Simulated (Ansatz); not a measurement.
Bonds to the group Y in Y-Sn(OH)3. Gas-phase values, no solvent. Each species was relaxed from one start; no search for lower structures was made at this level. In the def2 sets, heavy atoms carry core potentials. Strings in code marks are SMILES.

Computed with B3LYP-D3(BJ)/def2-TZVP // PBE0-D3(BJ)/def2-SVP in Ansatz (an electronic-structure program). All candidates: neutral, multiplicity 1. B3LYP has the VWN-RPA correlation part, as in Gaussian. 

```yaml
HOMO–LUMO gap: 6.18 eV
vertical ionisation energy (Delta-SCF): 9.43 eV
HOMO: -7.47 eV
```

Which member has these values?
A) `[CH3][Sn]([OH])([OH])[OH]`
B) `[OH][Sn]([OH])([OH])[c]1ccccc1`
C) `C=C[CH2][Sn]([OH])([OH])[OH]`
D) `C[CH2][Sn]([OH])([OH])[OH]`

B, `[OH][Sn]([OH])([OH])[c]1ccccc1`. The others give `[CH3][Sn]([OH])([OH])[OH]`: 6.86 eV, 10.26 eV, -8.13 eV; `C=C[CH2][Sn]([OH])([OH])[OH]`: 5.63 eV, 9.10 eV, -7.10 eV; `C[CH2][Sn]([OH])([OH])[OH]`: 6.63 eV, 9.88 eV, -7.87 eV
